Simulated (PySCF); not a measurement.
F6Ru (SMILES [F][Ru]([F])([F])([F])([F])[F]), triplet, at a GFN2-xTB geometry (such geometries of metal compounds can be far from the true shape) (core potentials on Ru); BLYP/def2-SVP (PySCF).

Input for PySCF:
```python
from pyscf import gto, scf, dft

mol = gto.Mole()
mol.atom = '''
    Ru    0.00000000   -0.00000000    0.00000000
    F     1.11244871   -0.44890361   -1.39875666
    F    -1.11244871    0.44890361    1.39875666
    F    -1.15977093    0.80852538   -1.18186077
    F    -0.90164630   -1.59384724   -0.20557649
    F     0.90164630    1.59384724    0.20557649
    F     1.15977093   -0.80852538    1.18186077
'''
mol.basis = 'def2-svp'
mol.ecp = {'Ru': 'def2-svp'}
mol.spin = 2
mol.verbose = 4
mol.build()

mf = dft.UKS(mol)
mf.xc = 'blyp'
mf.grids.atom_grid = (99, 590)
mf.grids.prune = None
mf.kernel()
```

It wrote (shortened):

```
PySCF version 2.14.0

[INPUT] verbose = 4
[INPUT] num. atoms = 7
[INPUT] num. electrons = 70
[INPUT] charge = 0
[INPUT] spin (= nelec alpha-beta = 2S) = 2
[INPUT] symmetry False subgroup None
[INPUT] Mole.unit = angstrom
[INPUT] Symbol           X                Y                Z      unit          X                Y                Z       unit  Magmom
[INPUT]  1 Ru     0.000000000000   0.000000000000   0.000000000000 AA    0.000000000000   0.000000000000   0.000000000000 Bohr   0.0
[INPUT]  2 F      1.112448710000  -0.448903610000  -1.398756660000 AA    2.102223389526  -0.848304879229  -2.643267002311 Bohr   0.0
[INPUT]  3 F     -1.112448710000   0.448903610000   1.398756660000 AA   -2.102223389526   0.848304879229   2.643267002311 Bohr   0.0
[INPUT]  4 F     -1.159770930000   0.808525380000  -1.181860770000 AA   -2.191649424932   1.527891532960  -2.233393172668 Bohr   0.0
[INPUT]  5 F     -0.901646300000  -1.593847240000  -0.205576490000 AA   -1.703864568227  -3.011934767994  -0.388483263749 Bohr   0.0
[INPUT]  6 F      0.901646300000   1.593847240000   0.205576490000 AA    1.703864568227   3.011934767994   0.388483263749 Bohr   0.0
[INPUT]  7 F      1.159770930000  -0.808525380000   1.181860770000 AA    2.191649424932  -1.527891532960   2.233393172668 Bohr   0.0

nuclear repulsion = 480.386062136111
number of shells = 47
number of NR pGTOs = 201
number of NR cGTOs = 115
basis = def2-svp
ecp = {'Ru': 'def2-svp'}

******** <class 'pyscf.dft.uks.UKS'> ********
method = UKS
initial guess = minao
damping factor = 0
level_shift factor = 0
DIIS = <class 'pyscf.scf.diis.CDIIS'>
diis_start_cycle = 1
diis_space = 8
diis_damp = 0
SCF conv_tol = 1e-09
SCF conv_tol_grad = None
SCF max_cycles = 50
direct_scf = True
direct_scf_tol = 1e-13
number electrons alpha = 36  beta = 34
XC library pyscf.dft.libxc version 7.1.2
    S. Lehtola, C. Steigemann, M. J. T. Oliveira, and M. A. L. Marques,  SoftwareX 7, 1–5 (2018)
XC functionals = blyp
    A. D. Becke,  Phys. Rev. A 38, 3098 (1988)
    C. Lee, W. Yang, and R. G. Parr,  Phys. Rev. B 37, 785 (1988)
    B. Miehlich, A. Savin, H. Stoll, and H. Preuss,  Chem. Phys. Lett. 157, 200 (1989)
radial grids:
    Treutler-Ahlrichs [JCP 102, 346 (1995); DOI:10.1063/1.469408] (M4) radial grids

becke partition: Becke, JCP 88, 2547 (1988); DOI:10.1063/1.454033
pruning grids: None
grids dens level: 3
symmetrized grids: False
atomic radii adjust function: <function treutler_atomic_radii_adjust>
User specified grid scheme (99, 590)
small_rho_cutoff = 0
Set gradient conv threshold to 3.16228e-05
tot grids = 408872
init E= -684.35758952974

cycle= 1 E= -692.838069150826  delta_E= -8.48  |g|= 1.26  |ddm|= 2.55

cycle= 2 E= -685.663359246157  delta_E= 7.17  |g|= 3.91  |ddm|= 3.91
cycle= 3 E= -693.298806757238  delta_E= -7.64  |g|= 0.546  |ddm|= 3.65

cycle= 4 E= -692.854407694266  delta_E= 0.444  |g|= 1.19  |ddm|= 1.72
cycle= 5 E= -693.340253028042  delta_E= -0.486  |g|= 0.464  |ddm|=  1.5
cycle= 6 E= -693.390303584379  delta_E= -0.0501  |g|= 0.315  |ddm|= 1.37
cycle= 7 E= -693.414471797151  delta_E= -0.0242  |g|= 0.198  |ddm|= 1.35
cycle= 8 E= -693.426108005667  delta_E= -0.0116  |g|= 0.117  |ddm|=  1.3
cycle= 9 E= -693.424371854684  delta_E= 0.00174  |g|= 0.13  |ddm|= 1.25
cycle= 10 E= -693.428767820342  delta_E= -0.0044  |g|= 0.0949  |ddm|= 1.17
cycle= 11 E= -693.433593737973  delta_E= -0.00483  |g|= 0.0279  |ddm|= 0.588
cycle= 12 E= -693.433276195279  delta_E= 0.000318  |g|= 0.0366  |ddm|= 0.136
cycle= 13 E= -693.433515836752  delta_E= -0.00024  |g|= 0.0311  |ddm|= 0.167
cycle= 14 E= -693.433860485619  delta_E= -0.000345  |g|= 0.0174  |ddm|= 0.0776
cycle= 15 E= -693.433955786954  delta_E= -9.53e-05  |g|= 0.0118  |ddm|= 0.0459
cycle= 16 E= -693.434008661784  delta_E= -5.29e-05  |g|= 0.006  |ddm|= 0.0407
cycle= 17 E= -693.434022171196  delta_E= -1.35e-05  |g|= 0.0035  |ddm|= 0.0266
cycle= 18 E= -693.434022930105  delta_E= -7.59e-07  |g|= 0.00316  |ddm|= 0.00501
cycle= 19 E= -693.434023640894  delta_E= -7.11e-07  |g|= 0.00296  |ddm|= 0.00152
cycle= 20 E= -693.434026978537  delta_E= -3.34e-06  |g|= 0.00146  |ddm|= 0.0118
cycle= 21 E= -693.434027231309  delta_E= -2.53e-07  |g|= 0.00124  |ddm|= 0.00689
cycle= 22 E= -693.434027342861  delta_E= -1.12e-07  |g|= 0.00112  |ddm|= 0.00247
cycle= 23 E= -693.434027964854  delta_E= -6.22e-07  |g|= 6.05e-05  |ddm|= 0.00255
cycle= 24 E= -693.434027956155  delta_E= 8.7e-09  |g|= 0.000156  |ddm|= 0.000662
cycle= 25 E= -693.434027963115  delta_E= -6.96e-09  |g|= 9.55e-05  |ddm|= 0.000156
cycle= 26 E= -693.43402796641  delta_E= -3.3e-09  |g|= 4.27e-05  |ddm|= 0.000166
cycle= 27 E= -693.434027966898  delta_E= -4.87e-10  |g|= 2.96e-05  |ddm|= 8.43e-05
Extra cycle  E= -693.43402793952  delta_E= 2.74e-08  |g|= 0.00024  |ddm|= 0.000973
SCF not converged.
SCF energy = -693.43402793952 after 50 cycles  <S^2> = 2.0048278  2S+1 = 3.0032168
```

Convergence was not reached.
